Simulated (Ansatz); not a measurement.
```xyz
2

F     0.0000    0.0000    0.0000
F     0.0000    0.0000    2.8239
```

Basis set: pcseg-2 (spherical functions). Charge 0, multiplicity 3.

Computed with Ansatz (development build ahead of 0.2.0); each method stands on the lowest determinant of its kind that the runs found. Restricted functionals stand beside restricted open-shell atoms, which can lie above the unrestricted atoms usual in DFT and then raise those values.

The atomization energy at this shape (free ground-state atoms in the same class of orbitals less the molecule, no zero-point energy) of triplet F₂:

```tsv
method	atomization energy
PBE0 (restricted open-shell)	2.2 kJ/mol
ROHF	-0.2 kJ/mol
```

Task: What does PBE (unrestricted) give?

Result: 7.3 kJ/mol. Caution for PBE0 (restricted open-shell), ROHF: stretched shape with no unrestricted run beside it, a lower state can exist.

The shape needn't be a minimum at these levels.
